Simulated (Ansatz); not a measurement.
Cost and result for the atomization energy of CH$_{4}$Cl$_{2}$SeSn, SMILES `C[Se][SnH]([Cl])[Cl]` (9 atoms, 8 bonds).

```tsv
atom	x (Å)	y (Å)	z (Å)
C1	-0.2592	-1.0910	-1.2520
Se2	-0.8995	-1.2622	0.5934
Sn3	0.0961	0.8754	1.3881
Cl4	2.3776	0.8493	0.9427
Cl5	-0.6928	2.6104	0.0570
H6	-0.6804	-0.2008	-1.7131
H7	0.8278	-1.0656	-1.2698
H8	-0.6178	-1.9804	-1.7673
H9	-0.1519	1.2650	3.0210
```

Total charge 0; spin multiplicity 1. Correlated methods include outer-core shells of Se, Sn, which these sets cover unevenly. Scalar relativity is left out up to krypton. Sn takes the def2 core potential. All single points use the PBE0-D4/def2-TZVP geometry. It is one conformer, not always the lowest. Program: Ansatz. Hardware: A = 2 threads of an AMD EPYC 7R13 on a shared host; B = 2 threads of an AMD EPYC 7R13 on a shared host and a share of an NVIDIA H100 80 GB. Times are those of one run each, without the atoms' runs, and a repeat can differ threefold. Electronic energies, without spin–orbit coupling; frozen cores. CCSD(T)/CBS adds CCSD(T) − MP2 in def2-TZVPP to the MP2 limit, and its time is that of the two runs behind it. T1 = 0.011. With those shells the extrapolation isn't a true limit. HSE06 is the plane-wave form, built on full-range PBE exchange.

CCSD(T)/CBS is a level of theory with its own doubt, some kJ/mol a heavy atom from the limit and from the frozen cores, so smaller differences don't rank the functionals.

| level | functions | wall time | atomization (kJ/mol) | difference from CCSD(T)/CBS | per bond |
| --- | --- | --- | --- | --- | --- |
| LDA (SPW92)/def2-TZVPP [A] | 269 | 2.5 s | 3144.0 | 377.1 | 47.1 |
| BLYP-D4/def2-TZVPP [A] | 269 | 4.9 s | 2700.4 | -66.5 | -8.3 |
| CCSD(T)/def2-SVP [B] | 128 | 4.9 s | 2528.0 | -238.9 | -29.9 |
| MP2/def2-QZVPP [B] | 488 | 7.5 s | 2761.9 | -5.0 | -0.6 |
| HSE06-D4/def2-TZVPP [A] | 269 | 9.5 s | 2743.1 | -23.8 | -3.0 |
| CCSD(T)/def2-TZVPP [B] | 269 | 11 s | 2664.9 | -102.0 | -12.8 |
| r2SCAN-D4/def2-TZVPP (with forces) [A] | 269 | 11 s | 2754.2 | -12.7 | -1.6 |
| r2SCANh-D4/def2-TZVPP [A] | 269 | 14 s | 2736.4 | -30.5 | -3.8 |
| B2PLYP/def2-TZVPP [A] | 269 | 14 s | 2678.1 | -88.8 | -11.1 |
| PBE-QIDH/def2-TZVPP [A] | 269 | 15 s | 2723.6 | -43.3 | -5.4 |
| ωB97X-V/def2-TZVPP [A] | 269 | 18 s | 2757.1 | -9.8 | -1.2 |
| CCSD(T)/CBS(def2) | – | 18 s | 2766.9 | 0.0 | 0.0 |
| ωB97M-V/def2-TZVPP (with forces) [A] | 269 | 27 s | 2735.0 | -31.9 | -4.0 |

From r2SCAN to r2SCAN0 (25 % exact exchange), in def2-TZVPP and without D4, the atomization energy moves by −44.5 kJ/mol: exact exchange takes away binding that semilocal exchange gives to molecules. Leaving LDA and LC-ωPBE aside and taking each functional with its dispersion term where it has one, the values, not all of them listed here, spread over 126.9 kJ/mol, from BHLYP-D4 to PBE-D4. LDA lies +394.2 kJ/mol from PBE without D4, its usual overbinding. At CCSD(T), def2-SVP lies −239.0 kJ/mol from the extrapolated value and def2-TZVPP −102.1 kJ/mol: correlation converges slowly with the basis, and small sets miss more of it in the bonded molecule than in its fragments.

Spin–orbit coupling would lower the free Sn atoms strongly, and the atomization energy with them, by more than many differences here. For some Ge, Se and Sn compounds the MP2-based and the directly extrapolated limit differ by 10 to 25 kJ/mol.
